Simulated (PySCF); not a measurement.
How methods differ on the ionisation energy of Ho

Ho [Xe] 4f11 6s2 (high-spin determinant) → Ho⁺ [Xe] 4f11 6s1 (high-spin determinant), as a difference of total energies. Calculation: PySCF 2.14, in cc-pVDZ-X2C (8s7p5d3f1g, 84 functions); the spin-free X2C one-electron Hamiltonian (Gaussian nucleus). Correlated levels: valence: [Kr] 4d10 frozen. The calculations carry no spin-orbit coupling.

| method | ionisation energy (eV) | error (eV) |
| --- | --- | --- |
| UHF | 4.934 | -1.087 |
| MP2 (valence) | 5.903 | -0.118 |
| SCS-MP2 (valence) | 5.918 | -0.103 |
| CCSD (valence) | 5.837 | -0.184 |
| CCSD(T) (valence) | 5.935 | -0.086 |

Reference: 6.021 eV (measured; NIST Atomic Spectra Database, ionization energies).

Errors of the correlated levels include the incompleteness of this basis and the frozen core.

The determinant of Ho and of Ho⁺ mixes LS terms, which raises its energy above the lowest term, most at the Hartree-Fock and MP2 levels.
